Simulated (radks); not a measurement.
Isoelectronic series with 6 electrons, each ion in its NIST ground configuration. Method: scalar-relativistic Kohn-Sham, BLYP, spin-unpolarised, spherical densities, finite nucleus; Fermi nuclear charge, rms radius of each element as measured or else 0.836 A^(1/3) + 0.57 fm; computed with a radial shooting solver on a logarithmic mesh with Libxc functionals. Total energies (hartree) and orbital eigenvalues (hartree):

| ion | configuration | E (hartree) | 2p | 2s |
|---|---|---|---|---|
| C | [He] 2s2 2p2 | -37.81760 | -0.19249 | -0.50019 |
| N+ | [He] 2s2 2p2 | -54.01947 | -0.76017 | -1.18811 |
| O2+ | [He] 2s2 2p2 | -73.24166 | -1.59065 | -2.13985 |
| F3+ | [He] 2s2 2p2 | -95.48191 | -2.67698 | -3.34804 |
| Ne4+ | [He] 2s2 2p2 | -120.74159 | -4.01681 | -4.81046 |
| Mg6+ | [He] 2s2 2p2 | -180.33203 | -7.45341 | -8.49532 |
| Al7+ | [He] 2s2 2p2 | -214.67140 | -9.54946 | -10.71764 |
| Si8+ | [He] 2s2 2p2 | -252.04707 | -11.89724 | -13.19354 |
| P9+ | [He] 2s2 2p2 | -292.46492 | -14.49678 | -15.92344 |
| S10+ | [He] 2s2 2p2 | -335.93140 | -17.34823 | -18.90786 |
| Cl11+ | [He] 2s2 2p2 | -382.45347 | -20.45176 | -22.14741 |
| Ar12+ | [He] 2s2 2p2 | -432.03866 | -23.80761 | -25.64276 |
| K13+ | [He] 2s2 2p2 | -484.69503 | -27.41605 | -29.39467 |
| Ca14+ | [He] 2s2 2p2 | -540.43111 | -31.27739 | -33.40396 |
| Sc15+ | [He] 2s2 2p2 | -599.25600 | -35.39196 | -37.67151 |
| Ti16+ | [He] 2s2 2p2 | -661.17940 | -39.76013 | -42.19827 |
| V17+ | [He] 2s2 2p2 | -726.21153 | -44.38230 | -46.98523 |
| Cr18+ | [He] 2s2 2p2 | -794.36305 | -49.25889 | -52.03348 |
